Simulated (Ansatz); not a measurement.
`BSCN` + `NB(O)CO` → `BB(N)O` + `NCSCO`  (formal exchange of groups at a B–S bond)

Program: Ansatz. Geometries: PBE0-D4/def2-TZVP. ΔE: electronic, gas phase. CCSD(T)/CBS adds triple-zeta CCSD(T) − MP2 to the extrapolated MP2 energy (def2 sets, frozen cores). Functionals use def2-TZVPP. B3LYP here is the variant with VWN-RPA as its local correlation; programs differ in this. Each species was taken in one conformer, which may not be the lowest.

```json
{"level": "PBE-D4", "ΔE (kcal/mol)": "34.7"}
{"level": "r2SCAN-D4", "ΔE (kcal/mol)": "36.1"}
{"level": "B3LYP-D4", "ΔE (kcal/mol)": "35.3"}
{"level": "r2SCAN", "ΔE (kcal/mol)": "36.1"}
{"level": "B3LYP", "ΔE (kcal/mol)": "35.1"}
{"level": "HF/def2-TZVPP", "ΔE (kcal/mol)": "34.8"}
{"level": "MP2/def2-TZVPP", "ΔE (kcal/mol)": "37.1"}
{"level": "HF/def2-QZVPP", "ΔE (kcal/mol)": "34.7"}
```

**Question.** What does CCSD(T)/CBS give? (Estimate.)

**Answer.** Ansatz gave: +35.7 kcal/mol. The listed levels differ from it by -1.0, 0.4, -0.4, 0.4, -0.6, -0.9, 1.4, -1.0 kcal/mol.

Largest T1 diagnostic among the species: 0.013.

From PBE to PBE0 (25 % exact exchange), in def2-TZVPP and without D4, ΔE moves by +1.1 kcal/mol. In def2-TZVPP, CCSD(T) changes the Hartree–Fock value by +1.2 kcal/mol (the triples alone add +0.1 kcal/mol) and MP2 by +2.2 kcal/mol.
